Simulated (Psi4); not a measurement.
Exact exchange and the HOMO–LUMO gap of NaI (Sodium Iodide)

The species is NaI (2 atoms), meant as a singlet with charge 0. As SMILES, `[Na][I]`. Geometry: relaxed at PBE0-D4/def2-TZVP.

The HOMO–LUMO gap y, in eV, basis def2-TZVP with a core potential; a is the functional's share of exact exchange. Programs: Psi4 1.11.

| functional | program | a | y (eV) |
| --- | --- | --- | --- |
| revPBE | Psi4 | 0 | 2.43 |
| r2SCAN | Psi4 | 0 | 3.42 |
| TPSSh | Psi4 | 0.1 | 3.30 |
| B3LYP | Psi4 | 0.2 | 3.57 |
| PBE0 | Psi4 | 0.25 | ? |
| BHLYP | Psi4 | 0.5 | 5.27 |

Task: Fit y = c + s·a to the known rows and predict PBE0.

Result: 
1. Means of the 5 rows: a = 0.1600, y = 3.598.
2. Σ(Δa)² = 0.172, Σ(Δa·Δy) = 0.8006, so the slope is 0.8006/0.172 = 4.6547.
3. Intercept: 3.598 − (4.6547) × 0.1600 = 2.853. The largest residual of the fit is 0.57.
4. PBE0: 2.853 + (4.6547) × 0.25 = 4.02 eV.

The run gave 4.09 eV, so the prediction is off by -0.07 eV, within the largest residual. Exact exchange lowers occupied levels and raises empty ones. The rows mix families of semi-local functionals, which the line can't see.
